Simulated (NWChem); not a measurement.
System: BeSiH$_{4}$O; SMILES [OH][Be][SiH3]

The following NWChem deck was run.

```
start job
memory heap 200 mb stack 900 mb global 1100 mb
geometry units angstroms noautosym nocenter noautoz
  Be     0.655791     0.044092    -0.456705
  O      1.779292     0.069413    -1.278714
  H      2.540842     0.087342    -1.843069
  Si    -1.091093     0.003944     0.822007
  H     -1.928217    -1.222167     0.603309
  H     -1.991115     1.182296     0.591749
  H     -0.729931     0.020512     2.278400
end
basis spherical
  Be library def2-svp
  O library def2-svp
  H library def2-svp
  Si library def2-svp
end
dft
  xc xwpbe 1.00 cpbe96 1.0 hfexch 1.00
  cam 0.15 cam_alpha 0.0 cam_beta 1.0
  iterations 150
  vectors input atomic output neutral.movecs
end
task dft energy
charge 1
dft
  odft
  mult 2
  vectors input atomic output cation.movecs
end
task dft energy
```

Coordinates come from a PBE0/def2-SVP optimisation.

Ions are spin-unrestricted doublets at the neutral geometry; other ion states weren't tried. Functional: LC-ωPBE (HJS hole) with def2-SVP; the question gives the range parameter ω in 1/bohr.

Question: Give the results of this calculation. (LC-wPBE (HJS exchange hole, range parameter 0.15 per bohr)/def2-SVP, vertical spin-unrestricted ions.) Quantities: vertical ionisation energy, ΔSCF (eV); −ε(HOMO) (eV).

Answer: 
```yaml
vertical ionisation energy, ΔSCF (eV): 11.25
"−ε(HOMO) (eV)": 8.79
```
